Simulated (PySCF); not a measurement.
Species: trans-PdH(PF3)2Br (singlet state).
Geometry (PBE0-D3(BJ)/def2-SVP, Å), atoms numbered from 1 in this order:
```
atom  x, y, z in Å
Pd1    0.075   -0.016   -0.018
H2     1.611   -0.186   -0.177
P3     0.331    2.187   -0.186
F4    -0.116    3.043    1.051
F5    -0.449    2.923   -1.331
F6     1.757    2.815   -0.419
Br7   -2.373    0.260    0.246
P8    -0.121   -2.225    0.168
F9    -0.763   -2.778    1.489
F10    1.152   -3.151    0.109
F11   -1.006   -2.958   -0.902
```

The calculation used PBE0-D3(BJ)/def2-SVP geometry optimisation, gas phase, def2 core potentials past Kr (PySCF 2.14.0).

Take the most abundant isotopes and a rigid rotor. 

(1) What are A, B and C (cm⁻¹)?

(2) Classify the top.

(3) Is it planar, by Δ = Ic − Ia − Ib?

(4) Give the other two planar moments, Paa and Pbb, and the rms extents of the mass along the axes.

(5) List the rotational levels J(Ka,Kc) to J = 4 (MHz).

(6) Predict some low-J microwave lines.

Results:

(1) Ia = 605.23, Ib = 1421.93, Ic = 1806.62 u·Å²; 505379 MHz·u·Å²/I gives 835.0, 355.4 and 279.7 MHz, that is A = 0.02785, B = 0.01186, C = 0.00933 cm⁻¹.

(2) An asymmetric top; Ray's κ = -0.727.

(3) Not planar: Δ = Ic − Ia − Ib = -220.54 u·Å². For a rigid frame Δ = −2 Σ m c², so Σ m c² = 110.27 u·Å² lies off the ab plane: 0.00 from hydrogen and 110.27 from heavier atoms. The atom farthest from that plane is 1.24 Å away.

(4) Paa = Σ m a² = (Ib + Ic − Ia)/2 = 1311.66 and Pbb = Σ m b² = (Ia + Ic − Ib)/2 = 494.96 u·Å². With the mass M = 361.77 u, the rms extents √(P/M) along a, b and c are 1.90, 1.17, 0.55 Å.

(5) Above 0(0,0):
J = 1: 1(0,1) 635, 1(1,1) 1115, 1(1,0) 1190
J = 2: 2(0,2) 1897, 2(1,2) 2309, 2(1,1) 2536, 2(2,1) 3975, 2(2,0) 3984
J = 3: 3(0,3) 3770, 3(1,3) 4096, 3(1,2) 4550, 3(2,2) 5881, 3(2,1) 5921, 3(3,1) 8473, 3(3,0) 8473
J = 4: 4(0,4) 6233, 4(1,4) 6471, 4(1,3) 7224, 4(2,3) 8415, 4(2,2) 8533, 4(3,2) 11028, 4(3,1) 11032, 4(4,1) 14637, 4(4,0) 14637
Those of J = 1 are B + C, A + C and A + B.

(6) The dipole components are |μa| = 0.01 D, |μb| = 3.14 D, |μc| = 0.02 D. The squared components, which scale the intensities, stand as 0.00 : 1.00 : 0.00 (a : b : c). Some lines, for components of 0.1 D or more:

```csv
type,branch,"J(Ka,Kc)",MHz,lower level (cm⁻¹)
b,Q,"1(1,0) ← 1(0,1)",555,0.021
b,R,"3(1,2) ← 2(2,1)",575,0.133
b,Q,"2(1,1) ← 2(0,2)",639,0.063
b,Q,"3(1,2) ← 3(0,3)",780,0.126
b,R,"2(0,2) ← 1(1,1)",782,0.037
b,Q,"4(1,3) ← 4(0,4)",990,0.208
b,R,"1(1,1) ← 0(0,0)",1115,0.000
b,Q,"3(2,1) ← 3(1,2)",1371,0.152
b,Q,"2(2,1) ← 2(1,2)",1666,0.077
b,R,"2(1,2) ← 1(0,1)",1674,0.021
b,Q,"3(2,2) ← 3(1,3)",1784,0.137
b,R,"4(0,4) ← 3(1,3)",2137,0.137
b,R,"3(1,3) ← 2(0,2)",2199,0.063
b,Q,"4(3,1) ← 4(2,2)",2499,0.285
b,Q,"3(3,0) ← 3(2,1)",2552,0.198
b,Q,"3(3,1) ← 3(2,2)",2592,0.196
b,Q,"4(4,1) ← 4(3,2)",3609,0.368
b,R,"4(2,3) ← 3(1,2)",3865,0.152
b,R,"4(2,2) ← 3(1,3)",4436,0.137
b,R,"3(3,1) ← 2(2,0)",4489,0.133
b,R,"3(3,0) ← 2(2,1)",4498,0.133
b,R,"4(3,1) ← 3(2,2)",5152,0.196
b,R,"4(4,1) ← 3(3,0)",6164,0.283
b,R,"4(4,0) ← 3(3,1)",6164,0.283
```

Stationary, but not proved a minimum. Constants of a rigid frame at the computed geometry: no zero-point averaging, no centrifugal distortion. Quadrupole hyperfine structure (79Br) is left out.
